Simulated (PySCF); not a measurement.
**Electron correlation in Mn⁷⁺ (manganese, charge +7)**

Starting occupation: [Ar]. Calculation: PySCF 2.14, in x2c-TZVPPall-2c with one added diffuse shell each of s, p, d, f type (7s8p5d3f1g, 86 functions); X2C-1e with screened-nucleus spin-orbit coupling, Gaussian nucleus. Frozen: 1s2; 16 electrons correlated.

MP2 pair energies summed by pair of shells (mhartree):

| pair | energy | share (%) |
| --- | --- | --- |
| 3p3/2-3p3/2 | -91.88 | 27.3 |
| 3p1/2-3p3/2 | -89.19 | 26.5 |
| 3p3/2-3s1/2 | -26.58 | 7.9 |
| 3p1/2-3p1/2 | -23.62 | 7.0 |
| 2p1/2-2p3/2 | -18.09 | 5.4 |
| 2p3/2-2p3/2 | -15.82 | 4.7 |
| 3p1/2-3s1/2 | -13.28 | 4.0 |
| 2p3/2-3p3/2 | -13.25 | 3.9 |
| 3s1/2-3s1/2 | -9.14 | 2.7 |
| 2p3/2-3p1/2 | -7.72 | 2.3 |
| 2p1/2-3p3/2 | -7.35 | 2.2 |
| 2s1/2-3p3/2 | -3.53 | 1.1 |
| 2p1/2-2p1/2 | -3.42 | 1.0 |
| 2p1/2-3p1/2 | -2.84 | 0.8 |
| 2p3/2-2s1/2 | -2.47 | 0.7 |
| 2p3/2-3s1/2 | -2.05 | 0.6 |
| 2s1/2-3p1/2 | -1.80 | 0.5 |
| 2p1/2-2s1/2 | -1.23 | 0.4 |
| 2s1/2-2s1/2 | -0.99 | 0.3 |
| 2p1/2-3s1/2 | -0.99 | 0.3 |
| 2s1/2-3s1/2 | -0.90 | 0.3 |

Total MP2 correlation energy: -336.14 mhartree.

The virtual space was cut to 110 spinors, which keep -336.13 of the -336.14 mhartree of MP2 correlation.

```
  level  correlation energy (mhartree)
   CCSD                        -360.81
    (T)                          -5.61
CCSD(T)                        -366.42
```

Diagnostics: T1 = 0.00074, largest double amplitude 0.051.

Cost of the coupled-cluster step: 570 s of wall time on 4 threads of Intel(R) Xeon(R) 6975P-C (shared host), for 16 occupied and 110 virtual spinors.

Iterations:

```
Init t2, MP2 energy = -0.336131559166474
CCSD nocc = 16, nmo = 126
Init t2, MP2 energy = -0.336131559166474
Init E_corr(GCCSD) = -0.336131559166474
cycle = 1  E_corr(GCCSD) = -0.356204996321973  dE = -0.0200734372  norm(t1,t2) = 0.0213416
cycle = 2  E_corr(GCCSD) = -0.359850856676493  dE = -0.00364586035  norm(t1,t2) = 0.00518823
cycle = 3  E_corr(GCCSD) = -0.360848129627891  dE = -0.000997272951  norm(t1,t2) = 0.00157854
cycle = 4  E_corr(GCCSD) = -0.360812631776522  dE = 3.54978514e-05  norm(t1,t2) = 0.000147457
cycle = 5  E_corr(GCCSD) = -0.360811041338475  dE = 1.59043805e-06  norm(t1,t2) = 6.10841e-06
cycle = 6  E_corr(GCCSD) = -0.360811321710024  dE = -2.80371549e-07  norm(t1,t2) = 8.39438e-07
cycle = 7  E_corr(GCCSD) = -0.360811313551492  dE = 8.15853135e-09  norm(t1,t2) = 1.35741e-07
GCCSD converged
E(GCCSD) = -1143.48622192176  E_corr = -0.3608113135514923
```

This basis was not built for core-valence correlation, so the inner-shell part is incomplete.
